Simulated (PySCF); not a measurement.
PySCF job for C3H8BF, SMILES CC(C)BF, TDA-PBE/def2-SVPD. Geometry: B3LYP-D3(BJ)/def2-SVP. The structure was generated by enumeration, and PubChem lists no compound with its InChIKey, so it may never have been made. One conformer was computed; it need not be the lowest.

```python
import numpy as np
from pyscf import gto, scf, dft, tdscf

mol = gto.M(
    atom='''
    B     0.47945301   -0.56806860    0.91319828
    F     0.21757154    0.16074477    1.99342759
    H     0.92373256   -1.67873114    1.11042654
    C     0.26771302    0.02258928   -0.52388303
    C    -0.56138355    1.31233454   -0.57035814
    C    -0.23002798   -1.03616774   -1.52298364
    H     1.31480542    0.27214386   -0.81500658
    H    -0.57499567    1.74558468   -1.58405466
    H    -1.60828470    1.11762092   -0.28299291
    H    -0.17016129    2.07582015    0.11927229
    H     0.39274390   -1.94439723   -1.50201982
    H    -0.22531623   -0.64717648   -2.55448598
    H    -1.26574171   -1.33976128   -1.29462983
    ''',
    basis='def2-SVPD',
    charge=0,
    spin=0,
    max_memory=1600,
    verbose=4,
)
mf = dft.RKS(mol, xc='pbe').density_fit(auxbasis='def2-universal-jkfit')
mf.grids.level = 3
mf.conv_tol = 1e-9
mf.max_cycle = 100
mf.kernel()
mf.grids = dft.Grids(mol).set(level=1).build(with_non0tab=True)  # coarser grid for the response kernel
td = tdscf.TDA(mf)
td.singlet = True
td.nstates = 10
td.conv_tol = 1e-4
td.positive_eig_threshold = 1e-6
td.kernel(x0=td.get_init_guess(mf, 15))
td.analyze()
tt = tdscf.TDA(mf)
tt.singlet = False
tt.nstates = 4
tt.conv_tol = 1e-4
tt.positive_eig_threshold = 1e-6
tt.kernel(x0=tt.get_init_guess(mf, 9))
tt.analyze(verbose=3)
```

Program output:

```
PySCF version 2.14.0

[INPUT] verbose = 4
[INPUT] num. atoms = 13
[INPUT] num. electrons = 40
[INPUT] charge = 0
[INPUT] spin (= nelec alpha-beta = 2S) = 0
[INPUT] symmetry False subgroup None
[INPUT] Mole.unit = angstrom
[INPUT] Symbol           X                Y                Z      unit          X                Y                Z       unit  Magmom
[INPUT]  1 B      0.479453010000  -0.568068600000   0.913198280000 AA    0.906034878498  -1.073494073965   1.725694646624 Bohr   0.0
[INPUT]  2 F      0.217571540000   0.160744770000   1.993427590000 AA    0.411150623100   0.303763591256   3.767032194252 Bohr   0.0
[INPUT]  3 H      0.923732560000  -1.678731140000   1.110426540000 AA    1.745601550743  -3.172342091379   2.098402042048 Bohr   0.0
[INPUT]  4 C      0.267713020000   0.022589280000  -0.523883030000 AA    0.505904287780   0.042687552551  -0.989995448007 Bohr   0.0
[INPUT]  5 C     -0.561383550000   1.312334540000  -0.570358140000 AA   -1.060861160336   2.479952864407  -1.077820677516 Bohr   0.0
[INPUT]  6 C     -0.230027980000  -1.036167740000  -1.522983640000 AA   -0.434689883187  -1.958073247710  -2.878021971793 Bohr   0.0
[INPUT]  7 H      1.314805420000   0.272143860000  -0.815006580000 AA    2.484622150894   0.514277361882  -1.540139225918 Bohr   0.0
[INPUT]  8 H     -0.574995670000   1.745584680000  -1.584054660000 AA   -1.086584339111   3.298676972437  -2.993429473741 Bohr   0.0
[INPUT]  9 H     -1.608284700000   1.117620920000  -0.282992910000 AA   -3.039217613328   2.111997449884  -0.534779095094 Bohr   0.0
[INPUT] 10 H     -0.170161290000   2.075820150000   0.119272290000 AA   -0.321558235103   3.922731567354   0.225391962350 Bohr   0.0
[INPUT] 11 H      0.392743900000  -1.944397230000  -1.502019820000 AA    0.742178408094  -3.674378242063  -2.838406093469 Bohr   0.0
[INPUT] 12 H     -0.225316230000  -0.647176480000  -2.554485980000 AA   -0.425785966120  -1.222986301460  -4.827278891241 Bohr   0.0
[INPUT] 13 H     -1.265741710000  -1.339761280000  -1.294629830000 AA   -2.391905176339  -2.531781891497  -2.446495811392 Bohr   0.0

nuclear repulsion = 168.356423470609
number of shells = 73
number of NR pGTOs = 233
number of NR cGTOs = 167
basis = def2-SVPD
ecp = {}


[settings echo left out]
init E= -243.404877922395
  HOMO = -0.339188788536728  LUMO = -0.107432772228504  gap/eV = 6.30640
cycle= 1 E= -243.313183712554  delta_E= 0.0917  |g|= 0.589  |ddm|= 4.83
  HOMO = -0.177525144549711  LUMO = -0.0236319108743896  gap/eV = 4.18765
cycle= 2 E= -243.150423359991  delta_E= 0.163  |g|= 1.06  |ddm|= 1.74
  HOMO = -0.247076156031258  LUMO = -0.0561558347850224  gap/eV = 5.19521
cycle= 3 E= -243.395967257441  delta_E= -0.246  |g|= 0.12  |ddm|= 1.04
  HOMO = -0.255780072680245  LUMO = -0.0617829142620123  gap/eV = 5.27893
cycle= 4 E= -243.398569126466  delta_E= -0.0026  |g|= 0.0499  |ddm|= 0.165
  HOMO = -0.255078603883592  LUMO = -0.0619681117779414  gap/eV = 5.25480
cycle= 5 E= -243.399065897325  delta_E= -0.000497  |g|= 0.00891  |ddm|= 0.0631
  HOMO = -0.254941584339242  LUMO = -0.0612915456700551  gap/eV = 5.26949
cycle= 6 E= -243.399085581131  delta_E= -1.97e-05  |g|= 0.00298  |ddm|= 0.0185
  HOMO = -0.254894844154785  LUMO = -0.0614254286977984  gap/eV = 5.26457
cycle= 7 E= -243.399087657531  delta_E= -2.08e-06  |g|= 0.000639  |ddm|= 0.00416
  HOMO = -0.254942259335305  LUMO = -0.0614662565520687  gap/eV = 5.26475
cycle= 8 E= -243.399087752004  delta_E= -9.45e-08  |g|= 0.000171  |ddm|= 0.00121
  HOMO = -0.254929407295244  LUMO = -0.0614506445479295  gap/eV = 5.26483
cycle= 9 E= -243.399087759489  delta_E= -7.49e-09  |g|= 2.96e-05  |ddm|= 0.000319
  HOMO = -0.254934868701233  LUMO = -0.0614567972427635  gap/eV = 5.26481
cycle= 10 E= -243.399087759738  delta_E= -2.48e-10  |g|= 9.62e-06  |ddm|= 7.62e-05
  HOMO = -0.254934099301736  LUMO = -0.0614553984540236  gap/eV = 5.26482
Extra cycle  E= -243.399087759721  delta_E= 1.67e-11  |g|= 1.25e-05  |ddm|= 4.21e-05
converged SCF energy = -243.399087759721
tot grids = 45800
Overwritten attributes  positive_eig_threshold  of <class 'pyscf.tdscf.rks.TDA'>


******** <class 'pyscf.tdscf.rks.TDA'> for <class 'pyscf.df.df_jk.DFRKS'> ********
nstates = 10 singlet
deg_eia_thresh = 1.000e-03
wfnsym = None
conv_tol = 0.0001
eigh lindep = 1e-12
eigh level_shift = 0
eigh max_cycle = 100


Excitation energies (eV)
[5.44758109 6.66885636 6.82561508 6.9732289  7.59959841 7.61684902
 7.6539614  7.96381322 8.0481702  8.07489935]

** Singlet excitation energies and oscillator strengths **
Excited State   1:      5.44758 eV    227.59 nm  f=0.0004
      20 -> 21       -0.70451
Excited State   2:      6.66886 eV    185.92 nm  f=0.0056
      18 -> 21       -0.48036
      19 -> 21       -0.51247
Excited State   3:      6.82562 eV    181.65 nm  f=0.0309
      18 -> 21       -0.51107
      19 -> 21        0.47437
Excited State   4:      6.97323 eV    177.80 nm  f=0.0097
      20 -> 22       -0.70352
Excited State   5:      7.59960 eV    163.15 nm  f=0.0215
      16 -> 21       -0.27579
      17 -> 21       -0.59423
      20 -> 23       -0.22974
Excited State   6:      7.61685 eV    162.78 nm  f=0.0019
      16 -> 21        0.64213
      17 -> 21       -0.28686
Excited State   7:      7.65396 eV    161.99 nm  f=0.0100
      16 -> 21       -0.10170
      17 -> 21       -0.19944
      20 -> 23        0.66785
Excited State   8:      7.96381 eV    155.68 nm  f=0.0133
      20 -> 24       -0.69934
Excited State   9:      8.04817 eV    154.05 nm  f=0.0084
      15 -> 21        0.53581
      20 -> 25        0.45363
Excited State  10:      8.07490 eV    153.54 nm  f=0.0256
      15 -> 21        0.45499
      20 -> 25       -0.52735

** Transition electric dipole moments (AU) **
state          X           Y           Z        Dip. S.      Osc.
  1         0.0478     -0.0060     -0.0290      0.0032      0.0004
  2         0.0386      0.1808     -0.0105      0.0343      0.0056
  3         0.1232     -0.1184      0.3942      0.1846      0.0309
  4         0.1256     -0.1697      0.1096      0.0566      0.0097
  5        -0.2225     -0.0531     -0.2514      0.1155      0.0215
  6        -0.0924     -0.0151     -0.0360      0.0101      0.0019
  7        -0.1353      0.0825     -0.1685      0.0535      0.0100
  8        -0.1475      0.1325      0.1699      0.0682      0.0133
  9        -0.1371     -0.0651      0.1393      0.0424      0.0084
 10         0.2664      0.2410      0.0163      0.1293      0.0256

** Transition velocity dipole moments (imaginary part, AU) **
state          X           Y           Z        Dip. S.      Osc.
  1         0.0478      0.0164     -0.0138      0.0027      0.0092
  2        -0.0207      0.0298      0.0077      0.0014      0.0037
  3         0.0557     -0.0025      0.0473      0.0053      0.0142
  4         0.0242     -0.0367      0.0294      0.0028      0.0073
  5        -0.0055      0.0049     -0.0455      0.0021      0.0051
  6        -0.0084      0.0087     -0.0121      0.0003      0.0007
  7        -0.0188      0.0321     -0.0484      0.0037      0.0088
  8        -0.0349      0.0318      0.0388      0.0037      0.0085
  9        -0.0195     -0.0223      0.0351      0.0021      0.0048
 10         0.0478      0.0517     -0.0164      0.0052      0.0117

** Transition magnetic dipole moments (imaginary part, AU) **
state          X           Y           Z
  1         0.1400     -0.3861     -0.6734
  2         0.0304     -0.1743     -0.3441
  3        -0.0725      0.6415      0.4087
  4         0.2307     -0.3963     -0.2961
  5        -0.3221      0.1025      0.4615
  6         0.1950      0.0831      0.5027
  7         0.0536      0.3725      0.1538
  8        -0.0803     -0.1123     -0.2046
  9        -0.0771      0.2982      0.1379
 10        -0.2135     -0.0700     -0.1734


******** <class 'pyscf.tdscf.rks.TDA'> for <class 'pyscf.df.df_jk.DFRKS'> ********
nstates = 4 triplet
deg_eia_thresh = 1.000e-03
wfnsym = None
conv_tol = 0.0001
eigh lindep = 1e-12
eigh level_shift = 0
eigh max_cycle = 100


Excitation energies (eV)
[4.92665954 6.35050798 6.57068441 6.83469992]

** Triplet excitation energies and oscillator strengths **
Excited State   1:      4.92666 eV    251.66 nm  f=0.0000
Excited State   2:      6.35051 eV    195.24 nm  f=0.0000
Excited State   3:      6.57068 eV    188.69 nm  f=0.0000
Excited State   4:      6.83470 eV    181.40 nm  f=0.0000
```

The run converged.
